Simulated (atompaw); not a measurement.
# Reading a pseudo-wave (Sm)

Columns: radius, all-electron u(r) and pseudo u(r) of the 5s shell (level -43.39 eV) of samarium in the configuration [Kr] 4d10 4f6 5s2 5p6 5d0 6s2 6p0; LDA (PW92), scalar-relativistic, PAW (atompaw) scheme, atompaw 4.2.0.5.

```
r (bohr)  all-electron  pseudo
   0.115        0.0389  0.2362
   0.231        0.2783  0.4644
   0.346       -0.2872  0.6711
   0.462       -0.5355  0.8520
   0.577       -0.3515  0.9975
   0.692        0.0212  1.1056
   0.808        0.3988  1.1752
   0.923        0.6896  1.2057
   1.038        0.8774  1.2011
   1.154        0.9736  1.1655
   1.269        0.9971  1.1058
   1.385        0.9701  1.0276
   1.500        0.9111  0.9390
   1.615        0.8341  0.8456
   1.731        0.7483  0.7517
   1.846        0.6619  0.6624
   1.962        0.5780  0.5780
   2.077        0.5006  0.5006
   2.192        0.4302  0.4302
   2.308        0.3669  0.3669
   2.423        0.3116  0.3116
   2.538        0.2636  0.2636
   2.654        0.2218  0.2218
   2.769        0.1863  0.1863
   2.885        0.1558  0.1558
   3.000        0.1303  0.1303
```

(1) How many radial nodes do the two functions have?

(2) At about which radius was the pseudo-wave matched?

(3) Is the pseudo-wave norm-conserving?

## Answers

(1) The all-electron 5s function has n − l − 1 = 4 (the table is too coarse to show those close to the nucleus); the pseudo-wave has 0, since the states of the same l below it are removed with the core.

(2) 1.95 bohr, where the columns begin to agree (steps of 0.12 bohr).

(3) No, it belongs to a PAW set: the norm inside the radius is not constrained, and the difference is carried by the augmentation charge.
